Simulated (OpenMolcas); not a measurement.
# Cu3+ in Cs2NaYCl6: curves along the breathing mode

Cu3+ with its 6 nearest chloride ions, on the Y site of Cs2NaYCl6 (a = 10.7396 Å, distance in the model lattice 2.619 Å). The rest of the host is ab initio model potentials to 7.6 Å, with orthogonalisation functions on the cations behind the ligands, and point charges beyond; the distance is set by hand and nothing relaxes. Ligand basis ANO-RCC-VDZP.

```
Program             : OpenMolcas 26.06
Method              : CASSCF
Basis               : ANO-RCC-VDZP [5s4p2d1f]
Scalar Hamiltonian  : DKH2, point nucleus
Active space        : 8 electrons in 5 orbitals (3d)
State averaging     : 2S+1 = 3 even, 10 roots; 2S+1 = 1 even, 15 roots
Spin-orbit coupling : RASSI with atomic mean-field integrals over the reference wave functions
```

Spin-free energies (labels of O, the rotations of Oh) in cm-1 above the lowest fitted minimum, as all ligands move together:

```tsv
R (Å)	3A2	3T2	1E	3T1
2.253	1990	10510	13740	18550
2.306	80	7070	11680	14760
2.359	310	5830	11520	13190
2.412	2400	6390	12910	13480
2.465	6180	8420	15530	15330
```

Quadratic fits give the following; the wavenumber is harmonic, with the mass of all moving ligands, small differences in it between states hang on the degree of the fit, a number in brackets counts states of one label, and the table is a selection of at most 14 states with clean curves.

```json
{"State": "3A2", "R0 (Å)": "2.329", "Breathing mode (cm-1)": "327", "Minimum (cm-1)": "0"}
{"State": "3T2", "R0 (Å)": "2.373", "Breathing mode (cm-1)": "320", "Minimum (cm-1)": "5760"}
{"State": "1E", "R0 (Å)": "2.343", "Breathing mode (cm-1)": "297", "Minimum (cm-1)": "11440"}
{"State": "3T1", "R0 (Å)": "2.381", "Breathing mode (cm-1)": "325", "Minimum (cm-1)": "13030"}
```

The minimum of 3T2 is shifted by +0.0441 Å against 3A2 (from the unrounded fits). With M = 212.7 u for the moving shell, the Huang-Rhys factor in this mode is S = M ω ΔR² / 2ħ = 0.01483 × 212.7 × 327 × 0.0441² = 2.01. Only the first shell moves, against a rigid host.

Without dynamic correlation the repulsion within the d shell is too large (B by tens of per cent), so at a given field states of lower spin stand too high. Ligand-to-metal charge-transfer states are missing. With no ligand orbital active B as a rule stays too high, so bands that hang on it stand too high and its fall with covalency is understated. With metal d orbitals alone and no dynamic correlation the field as a rule comes out too small, by tens of per cent, by up to half for chloride and softer ligands. The least metal-like active orbital is 68 % on the metal (Löwdin) and no ligand orbital is active, so the numbers are rough (holds for R = 2.253; R = 2.306; R = 2.359). The least metal-like active orbital is 67 % on the metal (Löwdin) and no ligand orbital is active, so the numbers are rough (holds for R = 2.412). The least metal-like active orbital is 66 % on the metal (Löwdin) and no ligand orbital is active, so the numbers are rough (holds for R = 2.465). No measured value stands beside these numbers.
